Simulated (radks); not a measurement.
Results of a calculation; reference values are marked as such.
Task: Radial electron density D(r) = 4 pi r^2 rho(r) of an atom or ion with 1 electrons. Level of theory: non-relativistic Kohn-Sham, exchange-only r2SCAN, spin-unpolarised, spherical densities, point nucleus; meta-GGA in the generalised Kohn-Sham scheme (a radial shooting solver on a logarithmic mesh with Libxc functionals).

```
   r/bohr * D(r) (the largest magnitude, 1.21, reaches the edge; | marks zero)
  0.02713 | *
  0.02986 |  *
  0.03287 |  *
  0.03648 |   *
  0.04015 |    *
   0.0442 |    *
  0.04865 |     *
  0.05355 |       *
  0.05895 |        *
  0.06489 |         *
  0.07142 |           *
  0.07862 |             *
  0.08654 |               *
  0.09526 |                  *
   0.1049 |                    *
   0.1154 |                       *
   0.1271 |                          *
   0.1399 |                              *
    0.154 |                                 *
   0.1708 |                                     *
    0.188 |                                         *
    0.207 |                                            *
   0.2278 |                                               *
   0.2508 |                                                  *
   0.2761 |                                                    *
   0.3039 |                                                     *
   0.3345 |                                                      *
   0.3682 |                                                      *
   0.4053 |                                                    *
   0.4461 |                                                  *
   0.4911 |                                              *
   0.5406 |                                          *
    0.595 |                                     *
    0.655 |                                *
    0.721 |                          *
      0.8 |                     *
   0.8806 |                 *
   0.9694 |             *
    1.067 |          *
    1.175 |        *
    1.293 |       *
    1.423 |      *
    1.567 |     *
    1.724 |     *
    1.898 |    *
    2.089 |    *
      2.3 |   *
    2.532 |   *
    2.787 |  *
    3.068 | *
    3.377 |*
    3.747 |*
    4.124 |*
     4.54 *
    4.997 *
    5.501 *
    6.055 *
    6.665 *
```

What is the nuclear charge?

Result: Z = 3. The innermost maximum, from 1s, lies near 1/Z = 0.333 bohr (found: 0.337), and its height grows with Z. The density is that of the lithium ion Li2+ in 1s0.75 2p0.25; the configuration itself is not fixed sharply by these data. D(r) has 1 maximum, at r = 0.337 bohr.
